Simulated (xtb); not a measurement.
Input file for xtb: GFN2-xTB on OH-, 2S+1 = 1, a spin state set in the input, which need not be the lowest, a point of a bond scan (R = 0.968 Å). Charge -1.

```
$ xtb mol.xyz --gfn 2 --sp --chrg -1 --uhf 0
2

H      0.00000000     0.00000000     0.00000000
O      0.00000000     0.00000000     0.96787800
```

Problem. Predict the final total energy.

Solution. -4.6816 hartree.
